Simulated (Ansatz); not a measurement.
Gas-phase electronic energies from Ansatz, PBE0-D4/def2-TZVP geometries. CCSD(T)/CBS is the MP2 limit (def2-TZVPP, def2-QZVPP) plus CCSD(T) − MP2 in def2-TZVPP, frozen cores. This one scheme is used for every species. DFT in def2-TZVPP. For Ti outer-core shells are correlated without core-valence functions, which leaves a few kJ/mol of doubt a bond. Scalar relativity is left out up to krypton. Each species was taken in one conformer, which may not be the lowest.

Consider the formal hydrolysis of a Ti–N bond: `[NH2][Ti]([NH2])([OH])[Cl]` + H₂O → `[NH2][Ti]([OH])([OH])[Cl]` + NH₃.

`[NH2][Ti]([NH2])([OH])[Cl]`:

```xyz
10

N    -1.224    1.113   -0.237
Ti    0.332    0.084   -0.161
N     0.238   -0.989    1.370
O     0.471   -0.954   -1.607
Cl    2.102    1.440   -0.023
H    -1.383    1.928    0.341
H    -1.954    1.022   -0.929
H     0.788   -1.829    1.487
H    -0.396   -0.870    2.146
H     1.026   -0.945   -2.387
```

H₂O:

Cartesian coordinates in Å:
```
O 0.060 -0.240 -0.301
H -0.485 -0.399 0.473
H 0.425 0.639 -0.172
```

`[NH2][Ti]([OH])([OH])[Cl]`:

```xyz
9

N     1.271    0.555    0.544
Ti   -0.432   -0.104    0.170
O    -0.240   -1.857   -0.076
O    -1.091    0.668   -1.301
Cl   -1.781    0.378    1.878
H     1.471    1.490    0.872
H     2.100   -0.021    0.572
H    -0.520   -2.461   -0.766
H    -0.778    1.352   -1.893
```

NH₃:

```xyz
4

N     0.186   -0.125   -0.171
H    -0.345    0.591   -0.651
H    -0.482   -0.786    0.206
H     0.641    0.320    0.616
```

```
             level  ΔE (kJ/mol)  difference from CCSD(T)/CBS
        r2SCANh-D4        -63.5                         -8.1
           ωB97M-V        -61.6                         -6.2
          PBE-QIDH        -60.1                         -4.7
              PBE0        -61.1                         -5.7
           r2SCANh        -64.1                         -8.7
             BHLYP        -64.3                         -8.9
  CCSD(T)/def2-SVP        -70.6                        -15.2
CCSD(T)/def2-TZVPP        -59.4                         -4.0
     MP2/CBS(def2)        -54.5                          0.9
    CCSD/CBS(def2)        -56.2                         -0.8
       CCSD(T)/CBS        -55.4                            0
```

Largest T1 diagnostic among the species: 0.024, so the coupled-cluster value is less sure than usual.

At CCSD(T), def2-SVP lies −15.1 kJ/mol from the extrapolated value and def2-TZVPP −3.9 kJ/mol. In def2-TZVPP, CCSD(T) changes the Hartree–Fock value by +7.0 kJ/mol (the triples alone add +0.8 kJ/mol) and MP2 by +7.9 kJ/mol.

CCSD(T)/CBS has its own doubt, a few kJ/mol and more with outer-core shells, so smaller differences from it don't rank the levels.
